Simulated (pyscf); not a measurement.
`[CH2]=[CH][CH2+]`, singlet

Gas-phase minimum from PySCF at ωB97X-D3(BJ)/def2-SVP, one conformer. 

```xyz
8

C     -0.0458     0.2214    -0.7457
C      0.1795    -0.0999     0.5809
C     -0.8792    -0.5961     1.3202
H     -1.0347     0.0887    -1.2044
H      0.7545     0.6192    -1.3838
H      1.1674     0.0346     1.0327
H     -1.8726    -0.7332     0.8724
H     -0.7630    -0.8692     2.3774
```
Charge +1, spin multiplicity 1.

Bonds (Å): C1–C2 1.383, C1–H4 1.098, C1–H5 1.098, C2–C3 1.383, C2–H6 1.095, C3–H7 1.098, C3–H8 1.098. Bond angles (°): C2–C1–H4 121.3, C2–C1–H5 121.5, H4–C1–H5 117.2, C1–C2–C3 118.1, C1–C2–H6 120.9, C3–C2–H6 120.9, C2–C3–H7 121.3, C2–C3–H8 121.5, H7–C3–H8 117.2.

Properties at ωB97X-D3(BJ)/def2-SVP:

```json
{
 "harmonic_wavenumbers_unscaled": "325, 444, 622, 947, 1034, 1054, 1161, 1162, 1288, 1315, 1428, 1550, 1647, 3166, 3167, 3236, 3283, 3284 cm⁻¹",
 "zero_point_energy": "43.0 kcal/mol",
 "rotational_symmetry_number": "2",
 "Entropy of this conformer at 298 K and 1 atm, rigid rotor and harmonic oscillator, modes under 100 cm⁻¹ raised to 100": "252.6 J/(mol K)",
 "dipole_moment": "depends on origin"
}
```

Single-point totals, which compare only within one level (frozen core for MP2 and CC):

| level | total energy (hartree) |
|---|---|
| ωB97X-D3(BJ)/def2-TZVP | -117.06372 |
| PBE/def2-TZVP | -116.83834 |
| r²SCAN/def2-TZVP | -116.92591 |
| B3LYP-D3(BJ)/def2-TZVP | -117.02118 |
| PBE0-D3(BJ)/def2-TZVP | -116.85673 |
| M06-2X/def2-TZVP | -116.93906 |
| ωB97M-D3(BJ)/def2-TZVP | -117.03423 |
| HF/def2-TZVPP | -116.23550 |
| MP2/def2-TZVPP | -116.68589 |
| CCSD/def2-TZVPP | -116.71830 |
| CCSD(T)/def2-TZVPP | -116.74056 |

The CCSD(T) − MP2 part came from Ansatz, without density fitting, on the same reference.
